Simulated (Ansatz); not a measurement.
Input file:

```yaml
crystal:
  periodic: [false, false, false]
  atoms:
    - { symbol: W, position_ang: [0.0, 0.0, 0.0] }
    - { symbol: F, position_ang: [0.0, 0.0, 2.2] }
    - { symbol: O, position_ang: [1.94, 0.0, 0.0] }
    - { symbol: H, position_ang: [2.2771, -0.9519, -0.0197] }
    - { symbol: H, position_ang: [0.0, 1.72, 0.0] }
    - { symbol: F, position_ang: [-1.85, 0.0, 0.0] }
    - { symbol: O, position_ang: [0.0, -1.94, 0.0] }
    - { symbol: H, position_ang: [0.3816, -2.2771, 0.8723] }
    - { symbol: O, position_ang: [0.0, 0.0, -1.94] }
    - { symbol: H, position_ang: [0.5278, 0.7924, -2.2771] }
    - { symbol: O, position_ang: [1.4721, 1.5335, 0.7063] }
    - { symbol: Al, position_ang: [2.9226, 1.1852, 1.6775] }
    - { symbol: H, position_ang: [3.4691, -0.2732, 1.7677] }
    - { symbol: H, position_ang: [3.6472, 2.3382, 2.4384] }
    - { symbol: H, position_ang: [0.8771, 0.9137, 1.8599] }
basis:
  gaussian: { orbitals: def2-SVP }
hamiltonian:
  xc: pbe
relax:
  f_tol: 0.15
  max_steps: 25
  restrain:
    - { distance: [0, 10], at: 3.14, k: 30.0 }
    - { distance: [14, 1], at: 2.12, k: 30.0 }
    - { distance: [0, 1], at: 1.85, k: 30.0 }
    - { distance: [14, 10], at: 1.01, k: 30.0 }
```

Run as:

```bash
$ ansatz run input.yaml --threads 4 --pin off --max-ram 5120MiB --backend cpu --events-out ev --progress --plain --runs-dir out
```

Hardware: 4 threads of Arm Neoverse V2, with other jobs on the host.

Question: Roughly how long does this run take, and how much memory?

Answer: 83 s, with a peak of 0.3 GiB, for 21 ionic steps.
